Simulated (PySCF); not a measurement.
C3H8N (SMILES C[C](C)N), doublet, at a GFN2-xTB geometry. Base run: PBE0/def2-SVP (PySCF).

The PySCF input:
```python
from pyscf import gto, scf, dft

mol = gto.M(
    atom='''
C    -1.19900215   -0.83639300    0.12677471
C     0.01387559    0.02593350    0.15918196
C     1.35357790   -0.54836869   -0.14265299
N    -0.15604386    1.41099659    0.03001501
H    -1.00348330   -1.78518800    0.62292084
H    -1.52305459   -1.06507776   -0.90040408
H    -2.03019307   -0.34664268    0.63260756
H     1.47859716   -1.50511862    0.36093446
H     2.14235413    0.12417312    0.19219051
H     1.50113967   -0.72383813   -1.21961119
H     0.58823510    1.88250990   -0.46690228
H    -1.07199613    1.69517515   -0.29166300
''',
    basis='def2-svp',
    spin=1,
    verbose=3,
)

mf = dft.UKS(mol)
mf.xc = 'pbe0'
mf.kernel()
```

The base run was repeated with changes; each row names its change, and settings that it needs were set with it.

```tsv
change	ΔE vs base (µEh)	fitting functions	dipole (D)
base	0.0	-	1.36
auxbasis = def2-universal-jkfit	-50.2	446	1.36
auxbasis = autoaux	13.2	644	1.36
auxbasis = cc-pvqz-jkfit	-31.0	832	1.36
auxbasis = cc-pvtz-ri	-227	564	1.36
auxbasis = def2-svp-ri	-6759	304	1.36
auxbasis = def2-universal-jfit	524	284	1.36
auxbasis = even-tempered beta=3.0	-244	464	1.36
only_dfj = on; auxbasis = def2-universal-jfit	-312	284	1.36
auxbasis = def2-tzvp-ri	-202	424	1.36
```

A fitting set is made for a task (jfit for Coulomb, jkfit for Coulomb and exchange, ri for correlation) and for a family of orbital bases.

Open shells are given as the SCF converged; they aren't shown to be the lowest states, and a large step between rows can be another state.
